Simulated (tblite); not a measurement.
Record of a relaxation.

Species: C5H10NP.
Atom-mapped SMILES: `[CH3:1][C:2]1=[CH:3][CH2:4][CH2:5][P:6]1[NH2:7]` (hydrogens: H8, H9, H10 on C1; H11 on C3; H12, H13 on C4; H14, H15 on C5; H16, H17 on N7)

Computed with GFN2-xTB (tblite), gas phase: L-BFGS steps from a force-field or distance-geometry start until the largest atomic force falls under 0.01 eV/Å. 11 of its 59 geometries are shown.

Step 0: E = -577.6638 eV, largest atomic force 0.891 eV/Å
```
atom  x, y, z in Å  |  force x, y, z in eV/Å
C1      2.176   -0.887    0.146   -0.270   0.232   0.073
C2      0.870   -0.153    0.021    0.282   0.289   0.443
C3      0.422    0.502   -1.038   -0.385   0.279  -0.177
C4     -0.932    1.171   -0.933    0.169  -0.444   0.331
C5     -1.316    1.246    0.564    0.154   0.042  -0.564
P6     -0.334   -0.065    1.445    0.467   0.085   0.113
N7     -1.250   -1.427    1.013   -0.127  -0.748   0.468
H8      2.003   -1.939    0.369   -0.025  -0.025   0.089
H9      2.784   -0.462    0.951   -0.186  -0.061  -0.062
H10     2.742   -0.825   -0.776    0.049   0.029  -0.168
H11     0.962    0.556   -1.975   -0.076   0.000  -0.031
H12    -1.673    0.572   -1.482    0.118   0.136  -0.019
H13    -0.917    2.168   -1.353    0.033   0.180  -0.251
H14    -1.008    2.220    0.957    0.005  -0.130   0.088
H15    -2.397    1.153    0.711    0.218  -0.145   0.107
H16    -1.338   -1.539    0.019   -0.184   0.055  -0.587
H17    -0.802   -2.281    1.350   -0.242   0.226   0.149
```

Step 6: E = -577.7330 eV, largest atomic force 0.166 eV/Å
```
atom  x, y, z in Å  |  force x, y, z in eV/Å
C1      2.164   -0.867    0.142    0.024   0.062   0.059
C2      0.889   -0.097    0.041   -0.052  -0.149  -0.050
C3      0.418    0.515   -1.037    0.017   0.054  -0.044
C4     -0.923    1.172   -0.938   -0.004  -0.041   0.065
C5     -1.287    1.231    0.549   -0.051   0.033  -0.057
P6     -0.318   -0.082    1.448    0.119   0.078   0.031
N7     -1.255   -1.448    1.014    0.026   0.019   0.030
H8      1.984   -1.918    0.378   -0.121   0.041  -0.026
H9      2.765   -0.464    0.952    0.104   0.056   0.044
H10     2.731   -0.817   -0.786    0.003   0.030  -0.018
H11     0.943    0.555   -1.979    0.059  -0.006  -0.082
H12    -1.660    0.583   -1.494    0.014  -0.010  -0.023
H13    -0.908    2.166   -1.387    0.012   0.055   0.005
H14    -0.998    2.198    0.966    0.081  -0.015   0.038
H15    -2.355    1.114    0.727   -0.050  -0.098   0.033
H16    -1.363   -1.536    0.007   -0.033  -0.099   0.013
H17    -0.834   -2.293    1.386   -0.148  -0.011  -0.018
```

Step 12: E = -577.7475 eV, largest atomic force 0.132 eV/Å
```
atom  x, y, z in Å  |  force x, y, z in eV/Å
C1      2.168   -0.852    0.145    0.027  -0.005  -0.028
C2      0.892   -0.093    0.027    0.035  -0.015   0.007
C3      0.425    0.523   -1.050    0.012   0.022  -0.023
C4     -0.918    1.174   -0.941   -0.012  -0.013   0.021
C5     -1.283    1.225    0.546    0.037  -0.055   0.049
P6     -0.296   -0.082    1.440   -0.108  -0.075   0.006
N7     -1.256   -1.442    1.019    0.031   0.001   0.009
H8      1.954   -1.897    0.378    0.047   0.002   0.011
H9      2.778   -0.451    0.955   -0.026   0.002  -0.018
H10     2.731   -0.806   -0.784    0.059  -0.022  -0.020
H11     0.950    0.556   -1.994    0.017   0.028  -0.031
H12    -1.651    0.586   -1.502   -0.036  -0.013  -0.024
H13    -0.904    2.171   -1.385   -0.004   0.058   0.013
H14    -0.983    2.184    0.975   -0.044   0.005  -0.021
H15    -2.346    1.079    0.739    0.031   0.022  -0.025
H16    -1.379   -1.558    0.016    0.001   0.000   0.028
H17    -0.890   -2.305    1.407   -0.067   0.060   0.046
```

Step 17: E = -577.7545 eV, largest atomic force 0.092 eV/Å
```
atom  x, y, z in Å  |  force x, y, z in eV/Å
C1      2.180   -0.846    0.134    0.001  -0.009   0.003
C2      0.901   -0.093    0.011   -0.018  -0.035  -0.021
C3      0.432    0.529   -1.063   -0.014  -0.002   0.048
C4     -0.916    1.174   -0.943    0.017   0.024  -0.010
C5     -1.275    1.210    0.548   -0.029   0.040  -0.033
P6     -0.292   -0.098    1.433    0.065   0.039  -0.046
N7     -1.268   -1.440    1.024   -0.031   0.002  -0.007
H8      1.961   -1.886    0.381    0.077  -0.021  -0.020
H9      2.781   -0.439    0.947   -0.005   0.018   0.003
H10     2.760   -0.809   -0.787   -0.032  -0.016   0.003
H11     0.961    0.573   -2.009   -0.050   0.034   0.069
H12    -1.651    0.590   -1.510    0.031   0.048   0.012
H13    -0.908    2.183   -1.363    0.000  -0.049  -0.028
H14    -0.991    2.175    0.974    0.030   0.000   0.015
H15    -2.338    1.067    0.737   -0.030  -0.034  -0.014
H16    -1.390   -1.578    0.025    0.004  -0.022  -0.017
H17    -0.955   -2.301    1.450   -0.017  -0.018   0.044
```

Step 23: E = -577.7601 eV, largest atomic force 0.078 eV/Å
```
atom  x, y, z in Å  |  force x, y, z in eV/Å
C1      2.192   -0.848    0.126   -0.013  -0.001  -0.008
C2      0.902   -0.110   -0.002   -0.047  -0.017   0.017
C3      0.433    0.535   -1.063    0.022   0.003  -0.009
C4     -0.912    1.181   -0.942    0.006   0.000  -0.023
C5     -1.275    1.207    0.545    0.008   0.004  -0.012
P6     -0.286   -0.106    1.420   -0.003   0.006   0.078
N7     -1.283   -1.437    1.028   -0.032  -0.014   0.001
H8      2.001   -1.892    0.379   -0.001  -0.010   0.012
H9      2.780   -0.420    0.937    0.010   0.005  -0.014
H10     2.773   -0.814   -0.793   -0.016   0.039  -0.029
H11     0.959    0.603   -2.005    0.037   0.005  -0.035
H12    -1.645    0.605   -1.516   -0.011  -0.018  -0.003
H13    -0.906    2.189   -1.362    0.037   0.013  -0.007
H14    -0.992    2.169    0.978   -0.023  -0.004   0.020
H15    -2.338    1.048    0.729    0.010   0.015   0.015
H16    -1.393   -1.605    0.033    0.015  -0.031  -0.012
H17    -1.017   -2.292    1.497    0.002   0.004   0.009
```

Step 29: E = -577.7626 eV, largest atomic force 0.041 eV/Å
```
atom  x, y, z in Å  |  force x, y, z in eV/Å
C1      2.190   -0.849    0.120    0.011   0.006  -0.001
C2      0.893   -0.123   -0.004    0.025   0.017   0.012
C3      0.438    0.535   -1.063   -0.021  -0.010   0.000
C4     -0.906    1.184   -0.945   -0.012   0.003   0.028
C5     -1.274    1.208    0.543   -0.005  -0.009   0.022
P6     -0.291   -0.110    1.421   -0.027  -0.025  -0.017
N7     -1.299   -1.438    1.031    0.025  -0.015   0.004
H8      2.020   -1.895    0.378   -0.014   0.005  -0.016
H9      2.781   -0.411    0.924    0.000   0.012  -0.001
H10     2.763   -0.801   -0.804   -0.014  -0.005  -0.019
H11     0.970    0.614   -2.002    0.018  -0.023   0.024
H12    -1.641    0.609   -1.518    0.009   0.008  -0.009
H13    -0.890    2.192   -1.365    0.002   0.016   0.002
H14    -1.000    2.168    0.986    0.015   0.006  -0.021
H15    -2.336    1.046    0.728   -0.010   0.002  -0.024
H16    -1.383   -1.629    0.037    0.010  -0.008   0.015
H17    -1.042   -2.287    1.521   -0.013   0.020   0.000
```

Step 35: E = -577.7639 eV, largest atomic force 0.031 eV/Å
```
atom  x, y, z in Å  |  force x, y, z in eV/Å
C1      2.192   -0.844    0.114   -0.010  -0.002   0.004
C2      0.891   -0.125    0.000    0.002   0.002   0.007
C3      0.438    0.533   -1.059    0.012   0.013   0.012
C4     -0.903    1.187   -0.944    0.006  -0.004  -0.008
C5     -1.276    1.206    0.543    0.000   0.000  -0.016
P6     -0.297   -0.117    1.422   -0.015   0.020  -0.019
N7     -1.304   -1.444    1.032    0.011   0.008  -0.001
H8      2.026   -1.892    0.371    0.007   0.004   0.003
H9      2.785   -0.400    0.913    0.016  -0.018  -0.019
H10     2.753   -0.795   -0.819   -0.005  -0.001   0.020
H11     0.983    0.611   -1.991   -0.022  -0.004   0.001
H12    -1.637    0.617   -1.524   -0.006   0.010  -0.009
H13    -0.880    2.197   -1.360   -0.006  -0.004   0.011
H14    -0.998    2.165    0.985   -0.005  -0.012   0.005
H15    -2.340    1.046    0.719    0.006   0.011   0.002
H16    -1.374   -1.653    0.041    0.012  -0.007   0.002
H17    -1.068   -2.283    1.545   -0.003  -0.016   0.006
```

Step 41: E = -577.7644 eV, largest atomic force 0.025 eV/Å
```
atom  x, y, z in Å  |  force x, y, z in eV/Å
C1      2.191   -0.844    0.113    0.001   0.000  -0.002
C2      0.890   -0.123    0.004   -0.003   0.003  -0.002
C3      0.439    0.536   -1.056   -0.003  -0.010  -0.004
C4     -0.902    1.189   -0.945    0.003   0.006  -0.004
C5     -1.278    1.205    0.540   -0.005   0.001   0.005
P6     -0.302   -0.116    1.422    0.020   0.000   0.015
N7     -1.302   -1.447    1.032   -0.010   0.006  -0.007
H8      2.029   -1.891    0.371   -0.006   0.002   0.006
H9      2.794   -0.402    0.906   -0.002  -0.003   0.007
H10     2.747   -0.793   -0.822    0.000  -0.008  -0.006
H11     0.982    0.608   -1.988   -0.004   0.006  -0.006
H12    -1.635    0.624   -1.530    0.006   0.003   0.000
H13    -0.877    2.201   -1.356    0.002   0.004  -0.003
H14    -0.999    2.163    0.985   -0.003   0.004   0.002
H15    -2.342    1.050    0.715   -0.014   0.000   0.001
H16    -1.365   -1.664    0.043    0.011  -0.008  -0.011
H17    -1.077   -2.283    1.555    0.008  -0.005   0.010
```

Step 46: E = -577.7646 eV, largest atomic force 0.018 eV/Å
```
atom  x, y, z in Å  |  force x, y, z in eV/Å
C1      2.190   -0.845    0.114   -0.003  -0.003   0.001
C2      0.890   -0.122    0.005   -0.001   0.001  -0.003
C3      0.438    0.535   -1.055   -0.001   0.011  -0.001
C4     -0.902    1.191   -0.944   -0.004  -0.002   0.003
C5     -1.280    1.206    0.540    0.003   0.002  -0.004
P6     -0.303   -0.115    1.423   -0.009   0.000  -0.005
N7     -1.300   -1.448    1.031    0.014  -0.010   0.001
H8      2.026   -1.891    0.373   -0.009  -0.005   0.000
H9      2.796   -0.406    0.906   -0.007   0.008  -0.002
H10     2.744   -0.796   -0.822    0.003  -0.008   0.001
H11     0.979    0.607   -1.989    0.002  -0.001  -0.001
H12    -1.634    0.626   -1.531   -0.006   0.000   0.003
H13    -0.876    2.203   -1.356    0.006   0.000   0.004
H14    -1.000    2.164    0.986   -0.004   0.001   0.002
H15    -2.346    1.053    0.714    0.010  -0.009  -0.001
H16    -1.356   -1.666    0.041    0.009  -0.002   0.006
H17    -1.071   -2.283    1.555   -0.004   0.016  -0.006
```

Step 52: E = -577.7651 eV, largest atomic force 0.024 eV/Å
```
atom  x, y, z in Å  |  force x, y, z in eV/Å
C1      2.186   -0.848    0.111   -0.006  -0.003   0.001
C2      0.889   -0.119    0.002    0.001  -0.006  -0.002
C3      0.437    0.540   -1.057    0.002  -0.004  -0.002
C4     -0.901    1.200   -0.944    0.002   0.008   0.000
C5     -1.284    1.206    0.539    0.005  -0.007   0.005
P6     -0.303   -0.113    1.420    0.006   0.004  -0.011
N7     -1.292   -1.452    1.026    0.001   0.014   0.000
H8      2.013   -1.891    0.381    0.006   0.002   0.007
H9      2.796   -0.403    0.897   -0.005  -0.008  -0.006
H10     2.737   -0.814   -0.827   -0.012   0.002   0.008
H11     0.975    0.613   -1.993    0.015  -0.005   0.007
H12    -1.632    0.642   -1.538   -0.007   0.012   0.002
H13    -0.864    2.214   -1.347   -0.020   0.011  -0.006
H14    -1.014    2.163    0.991   -0.004  -0.001  -0.006
H15    -2.349    1.044    0.708    0.005  -0.005  -0.002
H16    -1.314   -1.699    0.042    0.005   0.005  -0.006
H17    -1.088   -2.273    1.581    0.007  -0.017   0.011
```

Step 58: E = -577.7654 eV, largest atomic force 0.009 eV/Å
```
atom  x, y, z in Å  |  force x, y, z in eV/Å
C1      2.181   -0.851    0.112    0.000   0.000  -0.001
C2      0.888   -0.117    0.001   -0.001   0.001   0.000
C3      0.436    0.542   -1.058    0.002   0.003   0.002
C4     -0.901    1.204   -0.945    0.000   0.000  -0.005
C5     -1.285    1.207    0.538   -0.002   0.001  -0.002
P6     -0.302   -0.110    1.420    0.006  -0.003   0.004
N7     -1.284   -1.454    1.024   -0.002  -0.004   0.003
H8      2.006   -1.892    0.387    0.000  -0.001   0.000
H9      2.794   -0.406    0.895    0.000   0.001  -0.001
H10     2.732   -0.822   -0.827   -0.002  -0.003  -0.002
H11     0.976    0.611   -1.993    0.001   0.002   0.001
H12    -1.635    0.650   -1.538    0.001  -0.002  -0.006
H13    -0.866    2.220   -1.346    0.001   0.001   0.003
H14    -1.020    2.165    0.992    0.000   0.001   0.002
H15    -2.349    1.040    0.705   -0.004  -0.003  -0.001
H16    -1.295   -1.704    0.040    0.000   0.003   0.008
H17    -1.082   -2.271    1.584    0.000   0.003  -0.005
```

Problem. Summarise the path.

Solution. The energy falls by 9.81 kJ/mol from step 0 to step 58; nine tenths of that is first reached at step 18. It falls at every step. The largest force goes from 0.891 to 0.009 eV/Å. Among the bonds C3–C4 changes most, from 1.515 to 1.496 Å; the atoms move by 0.117 Å rms after alignment.

Problem. Follow the three bonds and two angles with the largest change from start to end.

Solution. 
| step | E above end (kJ/mol) | largest force (eV/Å) | C3–C4 (Å) | C2–P6 (Å) | C4–C5 (Å) | C2–P6–N7 (°) | H16–N7–H17 (°) |
| --- | --- | --- | --- | --- | --- | --- | --- |
| 0 | 9.81 | 0.891 | 1.515 | 1.867 | 1.547 | 96.6 | 105.8 |
| 3 | 5.00 | 0.272 | 1.498 | 1.853 | 1.525 | 97.9 | 108.0 |
| 5 | 3.58 | 0.196 | 1.496 | 1.853 | 1.531 | 98.8 | 109.3 |
| 8 | 2.33 | 0.199 | 1.497 | 1.854 | 1.533 | 99.0 | 109.5 |
| 10 | 1.98 | 0.083 | 1.497 | 1.849 | 1.533 | 99.1 | 109.2 |
| 13 | 1.58 | 0.118 | 1.496 | 1.847 | 1.533 | 100.0 | 108.8 |
| 15 | 1.31 | 0.106 | 1.498 | 1.852 | 1.533 | 100.6 | 109.1 |
| 18 | 0.95 | 0.096 | 1.499 | 1.856 | 1.533 | 100.7 | 109.9 |
| 20 | 0.73 | 0.088 | 1.498 | 1.854 | 1.532 | 100.8 | 110.3 |
| 23 | 0.51 | 0.078 | 1.497 | 1.853 | 1.531 | 101.3 | 110.1 |
| 25 | 0.41 | 0.044 | 1.498 | 1.855 | 1.532 | 101.4 | 109.9 |
| 28 | 0.31 | 0.065 | 1.498 | 1.854 | 1.533 | 101.2 | 109.7 |
| 30 | 0.25 | 0.034 | 1.497 | 1.853 | 1.532 | 101.4 | 109.8 |
| 33 | 0.18 | 0.052 | 1.497 | 1.853 | 1.532 | 101.6 | 109.9 |
| 35 | 0.15 | 0.031 | 1.497 | 1.853 | 1.532 | 101.5 | 109.9 |
| 38 | 0.12 | 0.021 | 1.496 | 1.852 | 1.532 | 101.4 | 109.8 |
| 40 | 0.11 | 0.025 | 1.496 | 1.853 | 1.532 | 101.4 | 109.9 |
| 43 | 0.09 | 0.017 | 1.496 | 1.853 | 1.532 | 101.5 | 110.0 |
| 45 | 0.09 | 0.015 | 1.496 | 1.853 | 1.532 | 101.4 | 109.9 |
| 48 | 0.07 | 0.028 | 1.496 | 1.853 | 1.532 | 101.3 | 109.7 |
| 50 | 0.04 | 0.030 | 1.496 | 1.853 | 1.532 | 101.2 | 109.8 |
| 53 | 0.02 | 0.022 | 1.496 | 1.852 | 1.532 | 101.1 | 109.9 |
| 55 | 0.01 | 0.019 | 1.496 | 1.851 | 1.532 | 100.9 | 109.9 |
| 58 | 0.00 | 0.009 | 1.496 | 1.851 | 1.532 | 100.9 | 109.9 |

What follows is the cost of the whole relaxation. The run took 0.58 s wall on one thread of an Arm Neoverse N1, on a shared host.
